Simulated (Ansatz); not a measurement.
Reaction (atomization): `C[CH]1[GeH2][B]1F` → B• + 2 C• + F• + Ge• + 6 H•

Isolated molecules relaxed with PBE0-D4/def2-TZVP in Ansatz; ΔE leaves out vibrations. CBS: MP2 limit from def2 TZ/QZ plus the TZ coupled-cluster correction, frozen cores. This one scheme is used for every species, atoms too. Functionals use def2-TZVPP. B3LYP here is the variant with VWN-RPA as its local correlation; programs differ in this. Open shells (•) are unrestricted, without spin–orbit coupling. Spin–orbit coupling would lower the free atoms: a little for B, C, F; clearly for Ge. Bonds to Ge are less sure, by a few kJ/mol each and by 10 to 20 or more in all where they break to atoms, as the def2 sets lack core-valence functions. Scalar relativity is left out up to krypton.

```json
{"level": "LDA (SPW92)", "ΔE (kJ/mol)": "4643.7", "difference from CCSD(T)/CBS": "612.8"}
{"level": "PBE0-D4", "ΔE (kJ/mol)": "4057.8", "difference from CCSD(T)/CBS": "26.9"}
{"level": "B3LYP-D4", "ΔE (kJ/mol)": "4029.3", "difference from CCSD(T)/CBS": "-1.6"}
{"level": "r2SCANh-D4", "ΔE (kJ/mol)": "4044.1", "difference from CCSD(T)/CBS": "13.2"}
{"level": "CAM-B3LYP-D4", "ΔE (kJ/mol)": "4045.4", "difference from CCSD(T)/CBS": "14.5"}
{"level": "BLYP", "ΔE (kJ/mol)": "3975.8", "difference from CCSD(T)/CBS": "-55.1"}
{"level": "B3LYP", "ΔE (kJ/mol)": "3995.6", "difference from CCSD(T)/CBS": "-35.3"}
{"level": "CAM-B3LYP", "ΔE (kJ/mol)": "4027.5", "difference from CCSD(T)/CBS": "-3.4"}
{"level": "HF/CBS(def2)", "ΔE (kJ/mol)": "2982.2", "difference from CCSD(T)/CBS": "-1048.7"}
{"level": "MP2/CBS(def2)", "ΔE (kJ/mol)": "4098.9", "difference from CCSD(T)/CBS": "68.0"}
{"level": "CCSD(T)/CBS", "ΔE (kJ/mol)": "4030.9", "difference from CCSD(T)/CBS": "0"}
```

Largest T1 diagnostic among the species: 0.014.

From r2SCAN to r2SCAN0 (25 % exact exchange), in def2-TZVPP and without D4, ΔE moves by −62.9 kJ/mol: exact exchange takes away binding that semilocal exchange gives to molecules. At CCSD(T), def2-SVP lies −180.5 kJ/mol from the extrapolated value and def2-TZVPP −85.7 kJ/mol: correlation converges slowly with the basis, and small sets miss more of it in the bonded molecule than in its fragments. Leaving LDA and LC-ωPBE aside and taking each functional with its dispersion term where it has one, the values, not all of them listed here, spread over 209.4 kJ/mol, from BHLYP-D4 to PBE-D4. LDA lies +536.7 kJ/mol from PBE without D4, its usual overbinding.

For atomizations the MP2-based limit and the directly extrapolated one differ by several kJ/mol either way, and by 10 to 25 for some Ge, Se and Sn compounds, so smaller differences from it don't rank the levels.
